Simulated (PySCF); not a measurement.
**Calculated NMR data**

- structure optimised with GFN2-xTB
- shielding tensors at PBE0/pcSseg-1 (GIAO)
- program: PySCF
- relativity neglected, one conformer, no solvent model, rapidly exchanging positions averaged

Referencing at the same level of theory: 1H and 13C vs TMS. Where no couplings were computed, multiplicities follow the n + 1 count of equivalent neighbours, and m marks all less simple cases (inequivalent or close neighbours, rings, F or P nearby). Acid and N–H amide carbonyl carbons lie up to 10 ppm further downfield in solution (hydrogen bonding). Shifts are as computed. Against solution values, carbons near 30 ppm lie about +3 ppm off and those near 130 ppm about +5 ppm; carbons on Cl a further +6 ppm. Of 1211 compounds with measured shifts, 218 miss one by over three times the rms of a fit or turn the order of signals round; such compounds aren't used in these exercises. Groups on amide-type nitrogens are kept apart (slow C–N rotation). Carbons bonded to Cl come out too deshielded. OH and NH positions are gas-phase values without hydrogen bonding to other molecules.

Compound 1 (C₆H₉Cl₂NO). 1H NMR (400 MHz, computed): δ 6.33 (s, 1H), 5.99 (t, 1H), 5.31 (br, 1H), 4.46 (br, 1H), 3.06 (d, 2H), 2.24 (s, 3H). 13C{1H} NMR (computed): δ 167.4 (C), 147.2 (C), 133.3 (CH), 92.2 (CH), 39.4 (CH2), 12.3 (CH3). Structure: `C/C(=C\CC(N)=O)C(Cl)Cl`.

Compound 2 (C₈H₁₁Cl). 1H NMR (400 MHz, computed): δ 6.08 (s, 1H), 2.65 (m, 1H), 2.39 (m, 1H), 2.30 (m, 1H), 2.02 (m, 1H), 1.76 (m, 1H), 1.72 (m, 1H), 1.34 (m, 1H), 1.32 (m, 1H), 1.31 (m, 1H), 1.28 (m, 1H). 13C{1H} NMR (computed): δ 157.8 (C), 119.7 (CH), 48.1 (CH), 41.7 (CH2), 40.7 (CH2), 39.5 (CH), 32.7 (CH2), 31.4 (CH2). Structure: `Cl/C=C1\C[C@@H]2CC[C@H]1C2`.

Compound 3 (CH₂Si). 1H NMR (400 MHz, computed): δ 8.81 (d, 1H), 7.55 (d, 1H). 13C{1H} NMR (computed): δ 143.0 (CH). Structure: SMILES C#[SiH].
